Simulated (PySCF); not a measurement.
Vertical excitations of a molecule C₂H₇FOSi₂ from TDA-M06-2X/def2-SVPD (PySCF), as energy in eV (oscillator strength): 6.40 (0.006), 7.57 (0.332), 7.64 (0.154), 7.76 (0.047), 7.80 (0.042), 8.23 (0.008), 8.31 (0.047), 8.35 (0.012), 8.57 (0.003), 8.70 (0.015). Lowest triplet (TDA): 4.45 eV. Geometry optimised at PBE-D3(BJ)/def2-SVP. The values are those of a single conformer.

Problem. Which molecule gave these data?
(A) O[SiH2]/C([SiH3])=C/F
(B) F[Si@@H]1CO[SiH2]C1
(C) F[Si@@H]1C[C@H]([SiH3])O1
(D) C=C[Si@@H](F)O[SiH3]

Solution. D, C=C[Si@@H](F)O[SiH3]
